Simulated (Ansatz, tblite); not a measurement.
Cost and result up the ladder for C9H21NO (relaxed from a model of N-butyl-N-methylpyrrolidinium hydroxide, whose bonding it doesn't keep) (32 atoms). The state is a singlet with charge 0. Geometry: PBE0-D4/def2-SVP.

Cartesian coordinates in Å:
```
C -0.3630 -3.2969 2.5631
C 0.3499 -2.0306 2.1165
C -0.0930 -1.5262 0.7464
C 0.6834 -0.2837 0.3747
N 0.1846 0.3408 -0.9209
C 0.1545 -0.5972 -2.0713
C 1.0760 1.5035 -1.2620
C 0.1857 2.4852 -1.9930
C -1.0790 2.4231 -1.1427
C -1.1915 0.9565 -0.7298
H -1.4538 -3.1441 2.6143
H -0.0284 -3.6236 3.5601
H -0.1826 -4.1301 1.8640
H 0.1929 -1.2215 2.8491
H 1.4405 -2.2064 2.0976
H -1.1770 -1.3038 0.8051
H -0.0103 -2.3811 0.0333
H 1.7347 -0.5511 0.1521
H 0.4537 1.0841 1.3376
H 1.1588 -1.0221 -2.1963
H -0.1531 -0.0816 -2.9933
H -0.5522 -1.4071 -1.8556
H 1.3778 1.9193 -0.2904
H 1.9513 1.1359 -1.8139
H 0.0010 2.1777 -3.0367
H 0.6337 3.4887 -2.0230
H -0.9241 3.0117 -0.2271
H -1.9797 2.7826 -1.6602
H -1.9095 0.3877 -1.3358
H -1.4429 0.8581 0.3318
O 0.2076 2.0565 1.6633
H 0.7538 2.1957 2.4430
```

Ansatz on 4 threads of Arm Neoverse V2 on a shared host; xTB runs through tblite on one thread. Times are rough, summed over both states, and most runs start from the orbitals of an earlier one. PBE0-D4/def2-TZVP serves as the yardstick here, not as an exact answer. The other state is a triplet.

The xTB rows come from tblite.

xTB has no spin-polarisation term.

| level | functions | wall time | vertical triplet (eV) | difference from PBE0-D4/def2-TZVP (eV) |
| --- | --- | --- | --- | --- |
| GFN2-xTB | 65 | 0.026 s | 7.01 | 2.58 |
| GFN1-xTB | 86 | 0.048 s | 6.25 | 1.82 |
| PBE-D4/def2-TZVP (with forces) | 467 | 42 s | 4.15 | -0.29 |
| PBE0-D4/def2-TZVP | 467 | 2.1 min | 4.43 | 0.00 |
